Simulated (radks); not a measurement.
Results of a calculation; reference values are marked as such.
Re, configuration [Xe] 4f14 5d5 6s2.

Code: a radial shooting solver on a logarithmic mesh with Libxc functionals. Model: scalar-relativistic Kohn-Sham, XLYP, spin-unpolarised, spherical densities, finite nucleus; Fermi nuclear charge, rms radius 5.3698 fm.

Energy parts (hartree):
| part | energy |
|---|---|
| total | -16691.3547 |
| kinetic | 18438.8682 |
| electron-nucleus | -41309.6295 |
| Hartree | 6511.6426 |
| exchange-correlation | -332.2360 |

Orbitals (lengths in bohr, moments of r in powers of bohr):
| orbital | occ. | eigenvalue (hartree) | <1/r> |
|---|---|---|---|
| 1s | 2 | -2633.026 | 88.73 |
| 2s | 2 | -456.5461 | 20.76 |
| 2p | 6 | -398.5310 | 18.75 |
| 3s | 2 | -105.6895 | 7.691 |
| 3p | 6 | -88.57554 | 7.086 |
| 3d | 10 | -69.14327 | 6.691 |
| 4s | 2 | -22.04301 | 3.274 |
| 4p | 6 | -16.42762 | 2.972 |
| 4d | 10 | -9.37505 | 2.648 |
| 4f | 14 | -1.54798 | 2.163 |
| 5s | 2 | -3.12747 | 1.295 |
| 5p | 6 | -1.72264 | 1.090 |
| 5d | 5 | -0.19277 | 0.6872 |
| 6s | 2 | -0.21526 | 0.4114 |
| 6p | 0 | -0.04886 | 0.2599 |

The highest occupied level is 5d at -5.246 eV. The density falls to 0.001 e/bohr^3 at r = 4.71 bohr. The electron density at the nucleus is 1.65e+06 e/bohr^3 (large components only).
